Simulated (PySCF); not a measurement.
ClH10NO2Si4. Atoms are numbered in the order given.

```xyz
18

Si    -2.2741    -2.0387     0.7071
N     -0.5470    -1.7651     0.5614
Si     0.1740    -0.2936     0.1040
Cl     0.9401    -0.3054    -1.8352
O      1.4373     0.0863     1.0751
Si     2.9166     0.8637     1.0022
O     -1.0253     0.8247     0.1373
Si    -1.6531     2.0824    -0.7698
H     -2.4638    -3.5107     0.8610
H     -2.9862    -1.5676    -0.5163
H     -2.8737    -1.3509     1.8889
H      0.0660    -2.5373     0.8107
H      2.7825     2.1680     0.2910
H      3.9089     0.0064     0.2940
H      3.3622     1.0972     2.4020
H     -2.7434     2.6998     0.0315
H     -0.5924     3.0946    -1.0432
H     -2.1969     1.5667    -2.0577
```
Charge 0, spin multiplicity 1.

Coordinates come from a r2SCAN-D4/def2-SVP optimisation. The values are those of a single conformer.

The numbers are results of PBE/def2-SVP (PySCF), not measurements.

ESP charges are fitted to the potential on shells at 1.4 to 2.0 van der Waals radii. Atomic charges (e):

```csv
atom,Mulliken,Löwdin,ESP fit,IAO
Si1,(withheld),0.43,0.27,0.68
N2,-0.44,-0.32,-0.58,-0.89
Si3,(withheld),0.39,0.46,1.40
Cl4,-0.26,-0.07,-0.16,-0.32
O5,(withheld),-0.30,-0.29,-0.81
Si6,0.48,0.45,0.36,0.79
O7,(withheld),-0.30,-0.22,-0.82
Si8,0.48,0.46,0.31,0.79
H9,(withheld),-0.09,-0.06,-0.11
H10,(withheld),-0.09,-0.04,-0.12
H11,(withheld),-0.09,-0.05,-0.13
H12,0.16,0.09,0.36,0.28
H13,-0.07,-0.09,-0.07,-0.13
H14,-0.07,-0.09,-0.07,-0.12
H15,-0.07,-0.09,-0.06,-0.12
H16,-0.07,-0.09,-0.06,-0.12
H17,-0.07,-0.09,-0.06,-0.13
H18,-0.07,-0.09,-0.06,-0.12
```

Question: Fill in the missing entries. (The exact figures need the calculation; the answer reports its results.)

Answer: 
- Si1, Mulliken: 0.39
- Si3, Mulliken: 0.81
- O5, Mulliken: -0.47
- O7, Mulliken: -0.49
- H9, Mulliken: -0.07
- H10, Mulliken: -0.07
- H11, Mulliken: -0.07

Computed Mayer and Wiberg (Löwdin basis) orders of the bonds:
```csv
bond,Mayer,Wiberg
Si1–N2,1.03,1.13
N2–Si3,1.15,1.23
Si3–Cl4,1.00,1.25
Si3–O5,1.14,1.31
O5–Si6,1.01,1.21
Si3–O7,1.08,1.27
O7–Si8,1.01,1.20
Si1–H9,0.94,0.97
Si1–H10,0.93,0.97
Si1–H11,0.92,0.96
N2–H12,0.92,1.01
Si6–H13,0.93,0.97
Si6–H14,0.93,0.97
Si6–H15,0.93,0.97
Si8–H16,0.93,0.97
Si8–H17,0.93,0.97
Si8–H18,0.93,0.97
```
